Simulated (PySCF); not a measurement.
A species of formula C6H11ClOSi has this rotational fingerprint, computed with PySCF, PBE0-D3(BJ)/def2-SVP geometry optimisation, gas phase:

* Rotational constants: A = 2511, B = 600.8, C = 574.5 MHz
* Dipole components: |μa| = 1.80 D, |μb| = 0.84 D, |μc| = 0.49 D
* Inertial defect: -162.71 u·Å²
* κ: -0.97

Question: Which candidate fits, each taken in the one conformer that was computed?
A. `[CH2:1]=[CH:2][C@@H:3]1[CH2:4][Si@H:5]([Cl:6])[CH2:7][CH2:8][O:9]1` with C1–C2–C3–C4 -107°, C2–C3–C4–Si5 -175°, C3–C4–Si5–Cl6 160°, C4–Si5–C7–C8 -39°, Si5–C7–C8–O9 55°
B. `[CH2:1]=[CH:2][CH2:3][C@@H:4]1[CH2:5][CH2:6][O:7][Si@@H:8]1[Cl:9]` with C1–C2–C3–C4 114°, C2–C3–C4–C5 176°, C3–C4–C5–C6 -165°, C4–C5–C6–O7 39°, C5–C6–O7–Si8 -18°, C6–O7–Si8–Cl9 110°
C. `[CH3:1][C@:2]1([C:3](=[O:4])[Cl:5])[CH2:6][C@H:7]([SiH3:8])[CH2:9]1` with C1–C2–C3–O4 117°
D. `[CH2:1]=[CH:2][CH2:3][C@@H:4]1[SiH2:5][O:6][CH2:7][C@@H:8]1[Cl:9]` with C1–C2–C3–C4 -117°, C2–C3–C4–Si5 -57°, C3–C4–Si5–O6 -153°, C4–Si5–O6–C7 1°, Si5–O6–C7–C8 23°, O6–C7–C8–Cl9 77°
E. `[CH2:1]=[CH:2][CH2:3][C@@H:4]1[SiH2:5][O:6][CH2:7][C@H:8]1[Cl:9]` with C1–C2–C3–C4 114°, C2–C3–C4–Si5 -63°, C3–C4–Si5–O6 -145°, C4–Si5–O6–C7 -3°, Si5–O6–C7–C8 27°, O6–C7–C8–Cl9 -168°

Answer: C. It is C[C@]1(C(=O)Cl)C[C@H]([SiH3])C1, a near-prolate asymmetric top, point group C1. The candidates at the same level (rigid rotor, commonest isotopes):

| SMILES | A (MHz) | B (MHz) | C (MHz) | μa (D) | μb (D) | μc (D) | Δ (u·Å²) | point group | rotor |
| --- | --- | --- | --- | --- | --- | --- | --- | --- | --- |
| C=CC[C@@H]1[SiH2]OC[C@@H]1Cl | 1729 | 810.0 | 644.2 | 1.26 | 0.17 | 1.89 | -131.69 | C1 | asymmetric top |
| C=CC[C@@H]1CCO[Si@@H]1Cl | 1533 | 880.4 | 649.7 | 0.94 | 2.36 | 0.13 | -125.88 | C1 | asymmetric top |
| C=CC[C@@H]1[SiH2]OC[C@H]1Cl | 1492 | 864.7 | 573.2 | 1.21 | 0.26 | 0.04 | -41.59 | C1 | asymmetric top |
| C=C[C@@H]1C[Si@H](Cl)CCO1 | 2134 | 655.4 | 536.3 | 0.99 | 0.53 | 0.93 | -65.61 | C1 | asymmetric top |
| C[C@]1(C(=O)Cl)C[C@H]([SiH3])C1 | 2511 | 600.8 | 574.5 | 1.80 | 0.84 | 0.49 | -162.71 | C1 | near-prolate asymmetric top |

`C=CC[C@@H]1[SiH2]OC[C@H]1Cl` has B 44 % too high; `C=CC[C@@H]1CCO[Si@@H]1Cl` has B 47 % too high; `C=CC[C@@H]1[SiH2]OC[C@@H]1Cl` has B 35 % too high; `C=C[C@@H]1C[Si@H](Cl)CCO1` has A 15 % too low. No structure here is proved a minimum.
